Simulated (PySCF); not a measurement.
**Ionisation energy of C+ by level of theory**

C+ [He] 2s2 2p1 (2P) → C(2+) [He] 2s2 (1S), as a difference of total energies. Computed with PySCF 2.14 in 6-31G* (3s2p1d, 14 functions), with the non-relativistic Hamiltonian (point nucleus). Correlated levels: valence: 1s2 frozen. The calculations carry no spin-orbit coupling.

| method | ionisation energy (eV) | error (eV) |
| --- | --- | --- |
| UHF | 24.203 | -0.175 |
| M06-2X | 24.557 | +0.179 |
| TPSS | 25.053 | +0.675 |
| MP2 (valence) | 24.265 | -0.113 |
| SCS-MP2 (valence) | 24.219 | -0.159 |
| CCSD (valence) | 24.063 | -0.315 |
| CCSD(T) (valence) | 24.083 | -0.295 |

Reference: 24.378 eV (measured; NIST levels, between the centres of gravity of the two terms).

Errors of the correlated levels include the incompleteness of this basis and the frozen core.

The coupled-cluster amplitudes are large for C(2+) (T1 above 0.03 or a double amplitude above 0.15), so a single reference is strained.
